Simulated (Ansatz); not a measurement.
`[NH2][Ga]([Cl])[Cl]`. Charge 0, multiplicity 1.

Z-matrix (Å, degrees):
```
N
Ga 1 1.791
H 1 1.005 2 123.0
H 1 1.005 2 123.0 3 -173.3
Cl 2 2.124 1 120.6 3 -3.8
Cl 2 2.124 1 120.6 3 177.1
```

(1) What are the harmonic wavenumbers in cm⁻¹ at PBE0-D4/def2-TZVP (Ansatz, finite differences of forces, unscaled)? (An estimate is asked.)

(2) Is this a minimum?

(3) Give the ideal-gas thermochemistry at 298.15 K and 1 bar (rigid rotor, harmonic oscillator; point group C2v, symmetry number 2).

## Answers

(1) Ansatz gave: 49, 125, 148, 183, 387, 404, 455, 746, 754, 1549, 3627, 3741.

(2) Yes, all 12 modes are real.

(3) Zero-point energy 72.8 kJ/mol; H(298) − E = 92.8 kJ/mol; entropy 349.5 J/(mol·K), of which translation 171.9, rotation 110.1, vibration 67.5; G(298) − E = -11.4 kJ/mol. Modes under 100 cm⁻¹ are hindered rotations or soft bends, so the harmonic entropy is rough.
